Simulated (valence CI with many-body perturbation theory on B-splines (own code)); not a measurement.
Level structure of Tc XIII

Level of theory: configuration interaction combined with many-body perturbation theory (CI+MBPT): three valence electrons over a frozen Dirac-Fock core [Ar] 3d10, radial functions for each j: 11 s, 11 p, 10 d, 8 f, 5 g, 2 h, with the one-electron correlation potential Σ1 (screened to all orders), the two-electron term Σ2, the three-electron term Σ3, Breit, model QED; selected single and double excitations, second order for the rest, scaled by the run's own slope (own B-spline code, finite nucleus).

No measured spectrum was set against this ion. As an estimate, levels hold to about 250 cm⁻¹ or 0.2 % of their energy and the worst to 1 %, as in measured heavy ions of charge 2 to 7; those with d or f electrons hold less well.

Levels 46 to 90 of 194, with energies above the lowest level, 4s2 4p 2P°_1/2. "Leading %" is the weight of the configuration and term that name the level; weights of strongly mixed levels are sums over their largest components and can fall short. In the jj column 3d3/2^4 stands for four electrons in 3d with j = 3/2. Lifetimes count E1, E2, E3, M1 and M2 decay at the calculated energies, and are blank where another channel may lead or the interval is too uncertain; long ones can be off by a factor of two.

```tsv
No.	Configuration	Term	J	E (cm⁻¹)	Leading %	Lifetime	g	Leading jj
46	4p2 4d	2F	5/2	923590	57	97.2 ps	0.921	4p1/2 4p3/2 4d3/2 (84 %)
47	4p2 4d	2F	7/2	931070	47	96.7 ps	1.143	4p1/2 4p3/2 4d3/2 (68 %)
48	4p2 4d	4F	7/2	933980	51	68.4 ps	1.275	4p1/2 4p3/2 4d5/2 (92 %)
49	4p2 4d	2P	3/2	935450	43	34.0 ps	1.133	4p1/2 4p3/2 4d3/2 (78 %)
50	4p2 4d	4D	1/2	936990	84	41.9 ps	0.102	4p1/2 4p3/2 4d3/2 (96 %)
51	4p2 4d	4F	9/2	941730	66	77.1 ps	1.262	4p1/2 4p3/2 4d5/2 (82 %)
52	4p2 4d	4D	5/2	948870	66	37.9 ps	1.281	4p1/2 4p3/2 4d5/2 (57 %)
53	4p2 4d	4D	3/2	950060	45	27.8 ps	1.246	4p1/2 4p3/2 4d5/2 (74 %)
54	4p2 4d	2G	7/2	958810	63	76.1 ps	0.999	4p1/2 4p3/2 4d5/2 (36 %)
55	4s2 5p	2P°	1/2	967370	96	17.6 ps	0.666	4s^2 5p1/2 (96 %)
56	4p2 4d	4D	7/2	968630	55	61.9 ps	1.286	4p3/2^2 4d5/2 (88 %)
57	4p2 4d	2P	1/2	970580	75	20.9 ps	0.768	4p3/2^2 4d5/2 (55 %)
58	4p2 4d	2G	9/2	973730	58	102 ps	1.182	4p3/2^2 4d5/2 (80 %)
59	4p2 4d	4P	5/2	977000	55	8.97 ps	1.424	4p1/2 4p3/2 4d5/2 (72 %)
60	4s2 5p	2P°	3/2	980160	96	17.7 ps	1.334	4s^2 5p3/2 (96 %)
61	4p2 4d	4P	3/2	980730	45	9.13 ps	1.311	4p1/2 4p3/2 4d3/2 (69 %)
62	4p2 4d	4P	1/2	989690	74	7.94 ps	2.251	4p1/2 4p3/2 4d3/2 (58 %)
63	4p2 4d	2D	5/2	991670	47	10.2 ps	1.235	4p1/2 4p3/2 4d3/2 (26 %)
64	4p2 4d	2D	3/2	998060	45	9.52 ps	1.224	4p3/2^2 4d3/2 (76 %)
65	4p2 4d	2D	3/2	1003100	85	23.7 ps	0.835	4p1/2 4p3/2 4d5/2 (55 %)
66	4p2 4d	2F	5/2	1006000	49	7.98 ps	1.019	4p3/2^2 4d3/2 (36 %)
67	4p2 4d	2P	1/2	1010600	67	12.9 ps	0.964	4p1/2 4p3/2 4d5/2 (76 %)
68	4p2 4d	2F	7/2	1014700	67	8.34 ps	1.135	4p3/2^2 4d3/2 (41 %)
69	4p2 4d	2S	1/2	1027700	63	11.2 ps	1.914	4p3/2^2 4d3/2 (41 %)
70	4p2 4d	2P	3/2	1032000	67	12.0 ps	1.284	4p3/2^2 4d5/2 (62 %)
71	4p2 4d	2D	5/2	1032300	91	41.1 ps	1.201	4p3/2^2 4d5/2 (84 %)
72	4p2 4d	2D	5/2	1050400	62	8.59 ps	1.159	4p3/2^2 4d5/2 (60 %)
73	4p2 4d	2D	3/2	1052400	71	8.98 ps	0.802	4p3/2^2 4d3/2 (47 %)
74	4s 4p 4f	4G	5/2	1060500	46	15.8 ps	0.823	4s 4p1/2 4f5/2 (65 %)
75	4s 4p 4f	4F	7/2	1061500	42	17.6 ps	1.141	4s 4p1/2 4f7/2 (57 %)
76	4s 4p 4f	4F	3/2	1064400	63	18.4 ps	0.442	4s 4p1/2 4f5/2 (45 %)
77	4s 4p 4f	4F	9/2	1065900	43	20.1 ps	1.259	4s 4p1/2 4f7/2 (65 %)
78	4s 4p 4f	4G	5/2	1070300	47	14.8 ps	0.824	4s 4p1/2 4f5/2 (50 %)
79	4s 4p 5s	4P°	1/2	1075100	94	7.77 ps	2.579	4s 4p1/2 5s (96 %)
80	4s 4p 4f	4G	7/2	1075600	48	15.1 ps	1.119	4s 4p1/2 4f7/2 (41 %)
81	4s 4p 5s	4P°	3/2	1083400	89	7.50 ps	1.694	4s 4p1/2 5s (79 %)
82	4s 4p 4f	4G	9/2	1086500	48	18.0 ps	1.235	4s 4p3/2 4f7/2 (53 %)
83	4s 4p 4f	2G	7/2	1088500	49	32.5 ps	0.932	4s 4d3/2 4d5/2 (23 %)
84	4s 4p 4f	4G	11/2	1094500	100	13.8 ps	1.273	4s 4p3/2 4f7/2 (100 %)
85	4s 4p 4f	4D	7/2	1094700	59	12.2 ps	1.315	4s 4p1/2 4f7/2 (36 %)
86	4s 4p 4f	2G	9/2	1096700	40	40.6 ps	1.124	4s 4p3/2 4f5/2 (50 %)
87	4s 4p 5s	2P°	1/2	1097200	95	6.61 ps	0.736	4s 4p1/2 5s (83 %)
88	4s 4p 4f	4D	5/2	1101400	59	10.3 ps	1.202	4s 4p3/2 4f5/2 (31 %)
89	4s 4p 4f	2F	5/2	1106600	43	9.54 ps	0.997	4s 4p1/2 4f5/2 (26 %)
90	4s 4p 4f	4D	3/2	1107900	68	9.78 ps	0.973	4s 4p3/2 4f5/2 (43 %)
```

Names give the largest LS component (configuration and term), which can be under half, so a name can repeat, a term be missing and a line seem to break the LS rules; names also repeat where a configuration has a term twice.

Where two levels of one J and parity lie close, their mixing, g and order are uncertain.
